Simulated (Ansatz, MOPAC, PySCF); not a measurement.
Torsion N1–Te2–Se3–H6 in H3NSeTe (SMILES N[Te][SeH]); at each angle all else is relaxed with GFN2-xTB, and the levels are single points there.
Geometry at 90° (charge 0, multiplicity 1):
```xyz
6

N     -1.181     0.205    -0.097
Te     0.067    -0.941     1.045
Se     2.050    -0.521    -0.386
H     -1.928    -0.336    -0.508
H     -1.603     0.952     0.437
H      2.577     0.665     0.260
```

On the grid 0° to 330°, 0° is the highest and 90° the lowest point at MP2/CBS(def2-TZVPP, def2-QZVPP) + ΔCCSD(T)/def2-TZVPP.

The state reached by PM3, PM7 isn't checked; PM7 holds dispersion and hydrogen-bond terms.

Programs: Ansatz (a program for electronic structure); MOPAC for PM3, PM7 (differences of heats of formation); PySCF for the dispersion terms. Values without a source in brackets are computed. In def2 rows elements past Kr take small-core potentials, without spin–orbit coupling.

One of these levels gives -5.29 kcal/mol for the energy at 0° less that at 90°. Which?
(A) PM7
(B) PBE-D4/def2-TZVPP
(C) PM3
(D) HF/def2-SVP

A, PM7. The others give 1.37 (PM3), 5.64 (HF/def2-SVP), 7.71 (PBE-D4/def2-TZVPP)
